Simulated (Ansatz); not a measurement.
Input file for triethylaluminium, C₆H₁₅Al:

```yaml
crystal:
  periodic: [false, false, false]
  atoms:
    - {symbol: C, position_ang: [1.054540, -2.214220, -1.697824]}
    - {symbol: C, position_ang: [1.404020, -0.868545, -1.063675]}
    - {symbol: Al, position_ang: [-0.005535, -0.000585, 0.000143]}
    - {symbol: C, position_ang: [-1.767923, -0.856503, 0.182689]}
    - {symbol: C, position_ang: [-2.807800, -0.114636, 1.021416]}
    - {symbol: C, position_ang: [0.347213, 1.724011, 0.879610]}
    - {symbol: C, position_ang: [1.740072, 2.321965, 0.685246]}
    - {symbol: H, position_ang: [1.884366, -2.633107, -2.276165]}
    - {symbol: H, position_ang: [0.782123, -2.957720, -0.943284]}
    - {symbol: H, position_ang: [0.200329, -2.131751, -2.375957]}
    - {symbol: H, position_ang: [2.291315, -0.971431, -0.423301]}
    - {symbol: H, position_ang: [1.721111, -0.156756, -1.839099]}
    - {symbol: H, position_ang: [-2.157541, -1.036987, -0.829190]}
    - {symbol: H, position_ang: [-1.607768, -1.866386, 0.586162]}
    - {symbol: H, position_ang: [-3.021481, 0.877960, 0.614563]}
    - {symbol: H, position_ang: [-3.760813, -0.650584, 1.077533]}
    - {symbol: H, position_ang: [-2.464327, 0.037504, 2.048681]}
    - {symbol: H, position_ang: [-0.419730, 2.434603, 0.540308]}
    - {symbol: H, position_ang: [0.135222, 1.600982, 1.951215]}
    - {symbol: H, position_ang: [2.521936, 1.654418, 1.058747]}
    - {symbol: H, position_ang: [1.861175, 3.279286, 1.202489]}
    - {symbol: H, position_ang: [1.960193, 2.498282, -0.371608]}
basis:
  gaussian: {orbitals: def2-TZVPP}
correlation: {method: ccsd_t}
output: {orbitals: {seedname: orbitals}}
```

```sh
$ ansatz run in.yaml --threads 2 --pin off --events-out ev --progress --plain --max-ram 32768MiB --backend cuda --devices 0, --max-vram 18GiB
```

The program prints (abridged):

```
Functional definition: HF
2512 factors; integrals over basis functions are off by at most 1.1e-3 eV
mean field evaluation 1: about -12998.8862 eV, gradient 5.0e1 eV
mean field evaluation 2: about -12999.1130 eV, gradient 5.1e1 eV
mean field evaluation 4: about -13005.7158 eV, gradient 4.5e0 eV
mean field evaluation 8: about -13005.8005 eV, gradient 1.4e-1 eV
mean field -13005.80055832 eV, -477.9543548698 hartree, gradient 8.8e-7 eV, S^2 0.000000; 0 other end points of the search recorded, 0 dependent functions left out
11 core orbitals not correlated: weight in the atoms' cores, before any rotation towards them, 1.000 or more for the frozen orbitals, at most 0.000 for the correlated occupied ones
reference -13005.80055832 eV, -477.9543548698 hartree; 21, 21 occupied and 406, 406 virtual orbitals, 2512 factors
second order -31.17303530 eV of doubles, -0.00000000 eV of singles
cycle   1  -32.55226421 eV  change    -1.4e0 eV  update   1.1e-1
cycle   2  -33.31060209 eV  change   -7.6e-1 eV  update   3.0e-2
cycle   3  -33.41131962 eV  change   -1.0e-1 eV  update   1.1e-2
cycle   4  -33.40782027 eV  change    3.5e-3 eV  update   2.7e-3
cycle   5  -33.40772560 eV  change    9.5e-5 eV  update   1.0e-3
cycle   6  -33.40764505 eV  change    8.1e-5 eV  update   2.9e-4
cycle   7  -33.40755117 eV  change    9.4e-5 eV  update   9.1e-5
cycle   8  -33.40754864 eV  change    2.5e-6 eV  update   3.3e-5
perturbative correction -1.29606249 eV, -0.0476294180 hartree
Total energy: -13040.50416945 eV, -479.2296890560 hartree
```

Run time 37 s (2 threads of an AMD EPYC 7R13 on a shared host and a share of an NVIDIA H100 80 GB); peak host memory 1.9 GiB.

Correlation energy per correlated electron: -0.826 eV. T1 diagnostic: 0.0092.
